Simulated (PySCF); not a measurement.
# I⁺ (iodine, charge +1) across methods

[Kr] 4d10 5s2 5p4, high-spin 3P determinant. Computed with PySCF 2.14 in aug-cc-pwCVTZ-DK3, with scalar relativity by spin-free X2C-1e.

```csv
method,E (hartree),mean ε 5s β (eV),mean ε 5p α (eV),mean ε 5p β (eV),Σ⟨r²⟩ (bohr²),⟨S²⟩
UHF,-7112.06728,-29.672,-20.466,-18.400,50.73,2.011
wB97M-V,-7114.48,-29.201,-19.462,-17.987,50.45,2.003
PBE0,-7114.62,-26.719,-17.327,-15.774,50.22,2.004
LDA,-7108.44,-25.742,-16.077,-14.726,50.21,2.001
PBE,-7114.55,-25.313,-15.989,-14.566,50.29,2.003
M06-2X,-7115.61,-27.411,-18.597,-16.855,50.16,2.007
r2SCAN,-7114.97,-25.406,-16.439,-14.853,50.19,2.006
```

Question: Estimate the same row for CAM-B3LYP.

Answer: E (hartree) = -7115.36; mean ε 5s β (eV) = -28.435; mean ε 5p α (eV) = -18.569; mean ε 5p β (eV) = -17.170; Σ⟨r²⟩ (bohr²) = 50.38; ⟨S²⟩ = 2.003.
